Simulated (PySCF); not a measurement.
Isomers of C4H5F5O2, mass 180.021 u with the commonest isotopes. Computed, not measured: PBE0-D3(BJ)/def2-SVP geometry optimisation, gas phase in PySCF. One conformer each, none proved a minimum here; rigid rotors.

Question: Order these by dipole moment, largest first.
A. `[CH3:1][C@@H:2]([OH:3])[C:4]([F:5])([F:6])[O:7][C:8]([F:9])([F:10])[F:11]` with C1–C2–O3–H 180°, C1–C2–C4–F5 -173°, C2–C4–O7–C8 -167°
B. `[CH3:1][O:2][C@@H:3]([O:4][C:5]([F:6])([F:7])[F:8])[CH:9]([F:10])[F:11]` with C1–O2–C3–O4 76°, O2–C3–O4–C5 -123°, O2–C3–C9–F10 67°
C. `[OH:1][CH2:2][C@H:3]([O:4][CH:5]([F:6])[F:7])[C:8]([F:9])([F:10])[F:11]` with H–O1–C2–C3 79°, O1–C2–C3–O4 -70°, C2–C3–O4–C5 82°, C3–O4–C5–F6 147°

Answer: B (2.21 D), A (1.57 D), C (1.44 D).

Question: Order these by rotational constant A, largest first.
A. `[OH:1][CH2:2][C@H:3]([O:4][CH:5]([F:6])[F:7])[C:8]([F:9])([F:10])[F:11]` with H–O1–C2–C3 79°, O1–C2–C3–O4 -70°, C2–C3–O4–C5 82°, C3–O4–C5–F6 147°
B. `[CH3:1][O:2][C@@H:3]([O:4][C:5]([F:6])([F:7])[F:8])[CH:9]([F:10])[F:11]` with C1–O2–C3–O4 76°, O2–C3–O4–C5 -123°, O2–C3–C9–F10 67°
C. `[CH3:1][C@@H:2]([OH:3])[C:4]([F:5])([F:6])[O:7][C:8]([F:9])([F:10])[F:11]` with C1–C2–O3–H 180°, C1–C2–C4–F5 -173°, C2–C4–O7–C8 -167°

Answer: C (2074 MHz), A (1586 MHz), B (1480 MHz).

Question: Order these by radius of gyration √(Σ m r²/M), smallest first.
A. `[OH:1][CH2:2][C@H:3]([O:4][CH:5]([F:6])[F:7])[C:8]([F:9])([F:10])[F:11]` with H–O1–C2–C3 79°, O1–C2–C3–O4 -70°, C2–C3–O4–C5 82°, C3–O4–C5–F6 147°
B. `[CH3:1][C@@H:2]([OH:3])[C:4]([F:5])([F:6])[O:7][C:8]([F:9])([F:10])[F:11]` with C1–C2–O3–H 180°, C1–C2–C4–F5 -173°, C2–C4–O7–C8 -167°
C. `[CH3:1][O:2][C@@H:3]([O:4][C:5]([F:6])([F:7])[F:8])[CH:9]([F:10])[F:11]` with C1–O2–C3–O4 76°, O2–C3–O4–C5 -123°, O2–C3–C9–F10 67°

Answer: B (2.153 Å), C (2.201 Å), A (2.276 Å).

```
                    SMILES  point group  Ia (u·Å²)  Ib (u·Å²)  Ic (u·Å²)      κ  μa (D)  μb (D)  μc (D)
   OC[C@H](OC(F)F)C(F)(F)F           C1     318.65     671.31     875.61  -0.65    0.16    1.02    1.00
C[C@@H](O)C(F)(F)OC(F)(F)F           C1     243.67     680.05     745.22  -0.91    0.83    0.31    1.29
  CO[C@@H](OC(F)(F)F)C(F)F           C1     341.48     588.26     814.80  -0.44    0.16    2.20    0.23
```
